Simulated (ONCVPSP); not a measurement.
**PBE ONCV dataset for oxygen, scalar-relativistic all-electron reference.**

The input file (ONCVPSP 4.0.1):

```
# ATOM AND REFERENCE CONFIGURATION
# atsym  z   nc   nv     iexc    psfile
  O 8.00    1    2        4      upf
#
#   n    l    f
    1    0    2.00
    2    0    2.00
    2    1    4.00
#
# PSEUDOPOTENTIAL AND OPTIMIZATION
# lmax
    2
#
#   l,   rc,      ep,       ncon, nbas, qcut
    0    0.95    0.00    4    8    6.40
    1    1.25    0.00    5    9   11.00
    2    1.20    0.42    4    7    7.30
#
# LOCAL POTENTIAL
# lloc, lpopt,  rc(5),   dvloc0
    4    3    0.80    0.00
#
# VANDERBILT-KLEINMAN-BYLANDER PROJECTORs
# l, nproj, debl
    0    2    1.40
    1    1    2.90
    2    2    0.50
#
# MODEL CORE CHARGE
# icmod, fcfact, rcfact
    3    5.50    1.15
#
# LOG DERIVATIVE ANALYSIS
# epsh1, epsh2, depsh
   -2.00    5.00    0.02
#
# OUTPUT GRID
# rlmax, drl
    6.00    0.01
#
# TEST CONFIGURATIONS
# ncnf
    4
# nvcnf
#   n    l    f
    2
    2    0    2.00
    2    1    3.00
#
    2
    2    0    2.00
    2    1    2.00
#
    2
    2    0    2.00
    2    1    1.00
#
    2
    2    0    1.00
    2    1    4.00
#
```

Command:

```bash
oncvpsp.x < O.dat > O.out
```

Output (shortened: citation, most of the input echo, consistency checks and plot data are left out):

```
ONCVPSP  (Optimized Norm-Conservinng Vanderbilt PSeudopotential)
scalar-relativistic version 4.0.1

#   n    l    f        energy (Ha)
    1    0    2.00    -1.8914769E+01
    2    0    2.00    -8.8057190E-01
    2    1    4.00    -3.3186936E-01

Reference configufation results
  iterations    20
  all-electron total energy (Ha)   -7.50018258D+01

Begin loop to  construct optimized pseudo wave functions
and semi-local pseudopoentials for all angular momenta

   Wellstate for l =  0  n =  3
     eigenvalue =   0.5194
     asymptotic potential =   1.0194
     half-point radius =  3.3625

Calculating optimized projector #   1

 for l=   0

    Fraction of norm inside rc  0.411930
    Optimizing pswf for qcut=   6.39 a_B^-1,  ecut=  20.43 Ha
    Residual kinetic energy error=  7.45D-03 Ha

    Energy error per electron        Cutoff
         Ha          eV             Ha
         0.01000     0.27211       18.64
         0.00100     0.02721      106.62
         0.00010     0.00272      190.90
         0.00001     0.00027      246.99

Calculating optimized projector #   2

 for l=   0

    Fraction of norm inside rc  0.079050
    Optimizing pswf for qcut=   6.39 a_B^-1,  ecut=  20.43 Ha
    Residual kinetic energy error=  2.35D-03 Ha

    Energy error per electron        Cutoff
         Ha          eV             Ha
         0.01000     0.27211       11.44
         0.00100     0.02721       24.76
         0.00010     0.00272      102.67
         0.00001     0.00027      254.30

Calculating optimized projector #   1

 for l=   1

    Fraction of norm inside rc  0.585949
    Optimizing pswf for qcut=  11.01 a_B^-1,  ecut=  60.65 Ha
    Residual kinetic energy error=  5.18D-06 Ha

    Energy error per electron        Cutoff
         Ha          eV             Ha
         0.01000     0.27211       32.60
         0.00100     0.02721       43.16
         0.00010     0.00272       51.41
         0.00001     0.00027       58.53

   Wellstate for l =  2  n =  3
     eigenvalue =   0.4200
     asymptotic potential =   0.9200
     half-point radius =  5.7477

   Wellstate for l =  2  n =  4
     eigenvalue =   0.9200
     asymptotic potential =   1.4200
     half-point radius =  5.8450

Calculating optimized projector #   1

 for l=   2

    Fraction of norm inside rc  0.005251
    Optimizing pswf for qcut=   7.29 a_B^-1,  ecut=  26.55 Ha
    Residual kinetic energy error=  6.48D-06 Ha

    Energy error per electron        Cutoff
         Ha          eV             Ha
         0.01000     0.27211        1.93
         0.00100     0.02721        6.89
         0.00010     0.00272       15.53
         0.00001     0.00027       24.67

Calculating optimized projector #   2

 for l=   2

    Fraction of norm inside rc  0.018240
    Optimizing pswf for qcut=   7.29 a_B^-1,  ecut=  26.55 Ha
    Residual kinetic energy error=  2.69D-05 Ha

    Energy error per electron        Cutoff
         Ha          eV             Ha
         0.01000     0.27211        4.86
         0.00100     0.02721       12.43
         0.00010     0.00272       21.78
         0.00001     0.00027       30.44

Construct Vanderbilt / Kleinmman-Bylander projectors

B matrix Hermiticity error, ll=   0
   1   2    7.2434E-05

  Orthonormal projector coefficients  4.3551E+01  5.6964E+00

B matrix Hermiticity error, ll=   2
   1   2    5.6124E-07

  Orthonormal projector coefficients -5.3031E+01 -9.4237E-01

Model core correction analysis
  based on d2Exc/dn_idn_j

d2excae - all-electron derivatives

   -5.340139D-02   -4.550065D-02
   -4.550282D-02   -4.343596D-02

d2excps - pseudofunction derivatives with no core correction

   -5.256981D-02   -4.717512D-02
   -4.717696D-02   -4.568380D-02

rms 2nd derivative error    1.684553E-03

rmatch, rhocmatch    0.3760   11.8701

Teter function model core charge with specified parameters

d2excps - pseudofunction derivatives with core correction

   -5.166908D-02   -4.732768D-02
   -4.732879D-02   -4.616830D-02

rms 2nd derivative error    2.069949E-03

Pseudoatom total energy  -15.793262

Diagnostic tests using Vanderbilt-Kleinman-Bylander pseudopotentials
  1 or more projectors used as specified by nproj input data

   l    rcore       rmatch      e in        delta e   norm test  slope test

   0   0.9502639   0.9791160  -0.8805719  -0.0000171   1.0000498   1.0000984
   0   0.9502639   0.9791160   0.5194281   0.0000031   1.0001572   1.0001572

   1   1.2512710   1.2892623  -0.3318694  -0.0000046   0.9999984   1.0000133

   2   1.2071562   1.2438081   0.4200000   0.0000170   1.0000486   1.0000486
   2   1.2071562   1.2438081   0.9200000   0.0000236   1.0000583   1.0000583

 Testing for bound ghosts
   n   l    E NL Schr. Eq   E Basis Diag.   E Cutoff

   1   0       -0.880589       -0.852612    288.91

   2   1       -0.331874       -0.319414    192.75

 Testing for highly-localized positive-energy ghosts
       l    <radius>/rc     E Basis Diag.   E Cutoff

       2        0.260779       61.936549    174.64  WARNING - GHOST(+)

Test configuration 0

   n   l     f        eae           eps        diff
   1   0  2.0000  -18.91476935
   2   0  2.0000   -0.88057190   -0.88058899   -1.71D-05
   2   1  4.0000   -0.33186936   -0.33187395   -4.60D-06

    Total energies and differences
      AE_ref= -7.50018258D+01  AE_tst= -7.50018258D+01  dif=  0.00D+00
      PS_ref= -1.57932621D+01  PS_tst= -1.57932621D+01  dif=  8.88D-15
      PSP excitation error= -8.88D-15

Test configuration 1

   n   l     f        eae           eps        diff
   1   0  2.0000  -19.60819054
   2   0  2.0000   -1.45761465   -1.45831161   -6.97D-04
   2   1  3.0000   -0.89851879   -0.89771657    8.02D-04

    Total energies and differences
      AE_ref= -7.50018258D+01  AE_tst= -7.43980121D+01  dif=  6.04D-01
      PS_ref= -1.57932621D+01  PS_tst= -1.51896690D+01  dif=  6.04D-01
      PSP excitation error=  2.21D-04

Test configuration 2

   n   l     f        eae           eps        diff
   1   0  2.0000  -20.49678569
   2   0  2.0000   -2.14418580   -2.14473103   -5.45D-04
   2   1  2.0000   -1.58911092   -1.58405759    5.05D-03

    Total energies and differences
      AE_ref= -7.50018258D+01  AE_tst= -7.31637494D+01  dif=  1.84D+00
      PS_ref= -1.57932621D+01  PS_tst= -1.39578382D+01  dif=  1.84D+00
      PSP excitation error=  2.65D-03

Test configuration 3

   n   l     f        eae           eps        diff
   1   0  2.0000  -21.56493167
   2   0  2.0000   -2.92121457   -2.91809799    3.12D-03
   2   1  1.0000   -2.38713604   -2.36924064    1.79D-02

    Total energies and differences
      AE_ref= -7.50018258D+01  AE_tst= -7.11841145D+01  dif=  3.82D+00
      PS_ref= -1.57932621D+01  PS_tst= -1.19885907D+01  dif=  3.80D+00
      PSP excitation error=  1.30D-02

Test configuration 4

   n   l     f        eae           eps        diff
   1   0  2.0000  -19.61220693
   2   0  1.0000   -1.46270236   -1.46361625   -9.14D-04
   2   1  4.0000   -0.90252812   -0.90380452   -1.28D-03

    Total energies and differences
      AE_ref= -7.50018258D+01  AE_tst= -7.38383737D+01  dif=  1.16D+00
      PS_ref= -1.57932621D+01  PS_tst= -1.46294626D+01  dif=  1.16D+00
      PSP excitation error= -3.47D-04
```

The run took about 1.9 s on one core of a shared server CPU.
